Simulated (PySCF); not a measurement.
System: C6H7BO2 (charge 0, singlet). 
Structure (B3LYP-D3(BJ)/def2-TZVP (Ansatz) minimum search):
SMILES: c1(B(O)O)ccccc1
```xyz
16

O     -2.2059     1.5066    -0.0822
B     -1.7240     0.2285    -0.0672
O     -2.6412    -0.7919    -0.1002
C     -0.1755     0.0127    -0.0108
C      0.6806     1.1115     0.1372
C      2.0578     0.9483     0.1957
C      2.6120    -0.3238     0.1033
C      1.7834    -1.4295    -0.0479
C      0.4068    -1.2566    -0.1029
H     -3.1686     1.5356    -0.1070
H     -2.2600    -1.6728    -0.0599
H      0.2519     2.1027     0.2071
H      2.7010     1.8113     0.3123
H      3.6860    -0.4534     0.1478
H      2.2099    -2.4216    -0.1236
H     -0.2147    -2.1375    -0.2295
```

Dispersion corrections to the total energy (kcal/mol) from the dftd3 and dftd4 libraries through PySCF: D3(BJ) without and D4 with the three-body term, each with the damping fitted for the functional named.

| functional | D3(BJ) | D4 |
|---|---|---|
| B3LYP | -17.09 | ? |
| CAM-B3LYP | -7.79 | -8.58 |
| TPSSh | ? | -12.41 |
| BLYP | -20.94 | -22.32 |
| BP86 | -15.64 | -13.41 |
| revPBE | -25.05 | ? |
| B2GP-PLYP | -5.98 | -4.29 |

Q: Fill in the missing entries.

A: 
- B3LYP, D4: -16.09
- TPSSh, D3(BJ): -11.52
- revPBE, D4: -32.72
